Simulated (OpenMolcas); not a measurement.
## Tm IV: CASPT2 settings compared

```
Program             : OpenMolcas 26.06
Basis               : ANO-R3 [9s8p5d5f3g2h]
Scalar Hamiltonian  : X2C, finite nucleus
Active space        : 12 electrons in 7 orbitals (4f)
State averaging     : 2S+1 = 3 even, 18 roots; 2S+1 = 1 even, 9 roots
Spin-orbit coupling : RASSI with atomic mean-field integrals over the reference wave functions, term energies averaged over their components
```

Methods on the same reference wave functions:
A. CASSCF
B. SS-CASPT2, IPEA 0.5 Eh, sigma1 regulariser 0.25 Eh (closed shells correlated: 5s 5p)
C. XMS-CASPT2, IPEA 0.6 Eh, imaginary shift 0.05 Eh (closed shells correlated: 5s 5p)
D. XMS-CASPT2, IPEA 0.75 Eh, real shift 0.1 Eh (closed shells correlated: 5s 5p)

Energies in cm-1 above 4f12 3H6, the measured ground level; measured values from the list in Tchang-Brillet, Wyart, Meftah and Ait Mammar, Atoms 6, 52 (2018).

| Level | A | B | C | D | Measured |
| --- | --- | --- | --- | --- | --- |
| 4f12 3H6 | 0.0 | 0.0 | 0.0 | 0.0 | 0.0 |
| 4f12 3F4 [53 %] | 6547 | 5410 | 5650 | 5690 |  |
| 4f12 3H5 | 8048 | 8050 | 8050 | 8050 | 8217 |
| 4f12 3H4 [59 %] | 13044 | 12460 | 12570 | 12590 | 12547 |
| 4f12 3F3 | 16063 | 14200 | 14600 | 14650 | 14410 |
| 4f12 3F2 | 20087 | 18220 | 18620 | 18680 |  |
| 4f12 1G4 [58 %] | 21684 | 21390 | 21410 | 21430 | 21174 |

Deviations, from unrounded energies. A percentage is the sum of absolute deviations over the sum of measured energies, with the sign that they share, or ± where signs differ.

```json
{"Against measurement": "mean absolute deviation (cm-1)", "Levels": "4", "A": "710", "B": "170", "C": "150", "D": "180"}
{"Against measurement": "fine structure of the ground term (%)", "Levels": "2", "A": "±3.2", "B": "-1.2", "C": "±0.9", "D": "±1.0"}
{"Against measurement": "other terms of the ground configuration (%)", "Levels": "2", "A": "+6.1", "B": "±1.2", "C": "+1.2", "D": "+1.4"}
```

C lies closest to measurement on these levels and A furthest from it. The largest miss of C in the table is 4f12 1G4 [58 %], by +240 cm-1. The ranking rests on the paired levels alone, and a cruder setting can come out closer through cancelling errors.

Among B to D the level of the table that moves most is 4f12 3F3, by 450 cm-1 (lowest in B, highest in D). Moves below CASPT2's spread within the term are not significant.

The mean deviations of B to D differ by less than CASPT2's widest spread within a term (1200 cm-1), so their order carries little weight.

From A to B the spin-free energies of the other terms of 4f12 shown, above 3H, scale by factors of 0.77 to 0.98.

The lowest spin-free term lies below A's lowest term by 1.139 hartree in B, 1.141 hartree in C, 1.138 hartree in D.

CASPT2 does not keep the components of a term degenerate, so their means are used; among the terms shown or strongly mixed into the levels shown the widest spread is 1200 cm-1 (4f12 3H, D). Without dynamic correlation excited terms often stand tens of per cent too high (terms of higher spin than the ground term too low), and those without a measured partner can miss by more than the paired ones (holds for A). Measured partners are found by configuration, term and J. A level has none where our copy of the source lacks it or the pairing is in doubt (some pairs that miss far off the trend of their configuration count as doubtful), and it then counts in no deviation. Only configurations of the active space appear.

A share in square brackets marks a mixed level and gives the weight of the term that names it, the lowest over the columns.
